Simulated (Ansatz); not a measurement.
A nudged elastic band was laid between two geometries of CH4BFO (8 atoms, charge 0, multiplicity 1).

Theory: RKS r2SCANh-D4/def2-SVP (Ansatz).

```json
{
 "movable images": "5",
 "climbing image": "yes",
 "spring": "5.0 eV/Å²",
 "optimiser": "quadratic models (default)",
 "start path": "through a guess of the saddle point",
 "force threshold": "0.05 eV/Å",
 "iteration limit": "60",
 "end points": "relaxed"
}
```

Image 0:

```xyz
8
Properties=species:S:1:pos:R:3
O -1.242 0.750 -0.168
C 0.115 0.431 -0.014
B 0.367 -1.108 0.076
F -0.632 -1.964 0.004
H -1.327 1.706 -0.218
H 0.574 0.877 0.898
H 0.755 0.804 -0.846
H 1.484 -1.554 0.213
```

Image 6:

```xyz
8
Properties=species:S:1:pos:R:3
O -0.974 1.172 -0.327
C 0.271 0.579 -0.054
B 0.295 -0.976 0.055
F -0.863 -1.627 0.028
H -1.661 0.569 -0.023
H 0.727 0.966 0.888
H 0.996 0.886 -0.831
H 1.301 -1.626 0.209
```

(1) What changes between the two ends?

(2) What energy profile does the band end with?

(3) What is the geometry of the highest image?

(4) What are the harmonic wavenumbers there?

Results:

(1) No bond is made or broken. The dihedral H5–O1–C2–H6 goes from 59 to -98°.

(2) It converged. The highest image is number 2 of 0 to 6, 0.076 eV above the first end and 0.112 eV above the last; the last end lies 0.036 eV below the first. A vibrational analysis at the climbing image gives one clearly imaginary mode, 351i cm⁻¹: a first-order saddle point.

```
image  path coordinate (Å)  energy (eV)  dihedral H5–O1–C2–H6 (°)
    0                 0.00        0.000                        59
    1                 0.36        0.036                        30
    2                 0.72        0.076                        -6
    3                 1.01        0.050                       -34
    4                 1.31        0.004                       -58
    5                 1.60       -0.026                       -77
    6                 1.89       -0.036                       -98
```

(3) 
```xyz
8
Properties=species:S:1:pos:R:3:forces:R:3
O -1.132 0.866 -0.483 -0.01 0.00 -0.01
C 0.172 0.459 -0.122 0.01 -0.01 0.00
B 0.346 -1.082 0.086 0.00 0.00 0.03
F -0.695 -1.892 0.049 0.01 0.01 -0.01
H -1.481 1.436 0.205 0.00 0.00 0.01
H 0.545 0.950 0.800 0.00 0.00 0.00
H 0.905 0.781 -0.891 0.00 0.00 0.00
H 1.432 -1.575 0.301 -0.01 0.00 -0.01
```

(4) 351i, 145, 202, 527, 641, 821, 989, 1114, 1129, 1165, 1325, 1362, 1408, 1454, 2611, 2981, 3023, 3929 cm⁻¹.

Run time: 51 s on 1 thread of AMD EPYC 9R45 96-Core Processor (Zen 5), on a shared host, peak memory 0.18 GiB.
